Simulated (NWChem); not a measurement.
# CH5ClFNSi; SMILES CN[Si@H](F)Cl

```xyz
10

C     -0.5575     2.5985     0.0256
N     -0.6260     1.1936    -0.3429
Si     0.3137    -0.0578     0.3478
F      1.8225    -0.2048    -0.2745
Cl    -0.6352    -1.8486    -0.0708
H     -0.0679     2.7025     1.0159
H      0.0256     3.2179    -0.6935
H     -1.5704     3.0466     0.1191
H     -1.1455     0.9917    -1.2004
H      0.4892     0.1744     1.8093
```
Atoms are numbered in this order, from 1.

Computed with NWChem. Pople sets run with spherical d functions. Geometry: optimised at PBE-D3(BJ)/def2-SVP. B3LYP is NWChem's, with the RPA form of VWN correlation. Vertical excitations in the gas phase; the lowest state need not have the same character in each row.

| level | lowest excitation, singlet (eV) | oscillator strength of that lowest state | lowest state with f > 0.02, singlet (eV) | oscillator strength of that bright state | orbital gap (eV) |
|---|---|---|---|---|---|
| PBE/6-31+G*, TDA | 5.53 | 0.001 | 6.43 | 0.062 | 5.50 |
| B3LYP/6-31+G*, TDA | 6.06 | 0.001 | 7.03 | 0.055 | 7.12 |
| BHandHLYP/6-31+G*, TDA | 6.71 | 0.002 | 7.80 | 0.036 | 9.44 |
